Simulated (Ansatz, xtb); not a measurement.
# Relative energy of two isomers of BrH8NSi3

We compare I, `N[Si]([SiH3])([SiH3])Br`, a singlet, with II, `N[Si@@H](Br)[SiH2][SiH3]`, a singlet. Both are isolated molecules in the gas phase, relaxed with r2SCAN-D4/def2-SVP; the shapes shown needn't be the lowest conformers.

I (Å):

```tsv
atom	x (Å)	y (Å)	z (Å)
Br	2.3454	0.5711	0.8181
N	0.0085	0.1849	-1.6137
Si	0.1807	0.4066	0.0906
Si	-0.7874	2.4545	0.6868
Si	-0.6560	-1.4871	1.1863
H	0.2840	-0.7002	-2.0328
H	0.2287	0.9539	-2.2425
H	-0.1521	3.5467	-0.1146
H	-2.2585	2.4508	0.4162
H	-0.5549	2.7114	2.1389
H	-2.1217	-1.6478	0.9347
H	0.0569	-2.7004	0.6778
H	-0.4202	-1.3579	2.6547
```

II (Å):

```xyz
13

Br   -0.0590    2.9408    0.9270
N     0.9217    1.5071   -1.9845
Si    0.7175    1.1877   -0.3065
Si   -0.8729   -0.4947    0.0332
Si   -1.4151   -0.6024    2.3147
H     1.6846    2.1031   -2.2963
H     0.1040    1.6357   -2.5742
H     2.0642    0.8935    0.2569
H    -0.3527   -1.8106   -0.4597
H    -2.0902   -0.1437   -0.7683
H    -2.1900   -1.8477    2.6071
H    -0.1599   -0.6202    3.1263
H    -2.2338    0.5842    2.6995
```

Quicker runs give these differences E(II) − E(I): GFN2-xTB −3.89 kJ/mol; HF/STO-3G −24.83 kJ/mol (at GFN2-xTB geometries); r2SCAN-D4/def2-SVP//GFN2-xTB −20.85 kJ/mol.

Question: Estimate E(II) − E(I) at the level CCSD(T)/def2-SVP + ΔMP2/def2-TZVPP.

Answer: Too close to call at this level: CCSD(T)/def2-SVP + ΔMP2/def2-TZVPP gives E(II) − E(I) = −6.00 kJ/mol.

The same difference at several levels:

| level | geometry | E(II) − E(I) (kJ/mol) | departure from the last row (kJ/mol) | job, with rough time for the two |
| --- | --- | --- | --- | --- |
| GFN2-xTB | GFN2-xTB | −3.89 | +2.11 | optimisation, 3.4 s |
| HF/STO-3G | GFN2-xTB | −24.83 | −18.83 | single point, 5.2 s |
| r2SCAN-D4/def2-SVP//GFN2-xTB | GFN2-xTB | −20.85 | −14.85 | single point, 20 s |
| r2SCAN-D4/def2-SVP | r2SCAN-D4/def2-SVP | −6.02 | −0.02 | optimisation, 7.1 min |
| HF/def2-SVP | r2SCAN-D4/def2-SVP | −7.15 | −1.15 | part of the CCSD(T) run |
| MP2/def2-SVP | r2SCAN-D4/def2-SVP | −6.24 | −0.24 | part of the CCSD(T) run |
| CCSD(T)/def2-SVP | r2SCAN-D4/def2-SVP | −6.27 | −0.27 | single point |
| CCSD(T)/def2-SVP + ΔMP2/def2-TZVPP | r2SCAN-D4/def2-SVP | −6.00 |  | single point, 3.7 min |

As drawn, both hold the same kinds of bond in the same numbers.

The largest departure from CCSD(T)/def2-SVP + ΔMP2/def2-TZVPP is that of HF/STO-3G, 18.83 kJ/mol. The last row adds to CCSD(T) the change of the MP2 difference between the two basis sets, here +0.27 kJ/mol.

With thermal terms from frequencies at re-optimised GFN2-xTB minima (ideal gas, soft modes damped towards free rotors, one conformer each, 298.15 K, 1 atm): the zero-point term adds +1.42 kJ/mol; ΔH is −5.75 and ΔG −4.27 kJ/mol.

The correlated steps freeze 25 core orbitals; the filled d shell of Br is correlated, in a basis made for valence electrons. Mirror images aren't counted in ΔG. Programs: Ansatz 0.2.0, xtb 6.7.1; the last row on 2 threads of Intel(R) Xeon(R) Processor @ 2.50GHz (Skylake/Cascade Lake) on a shared host.
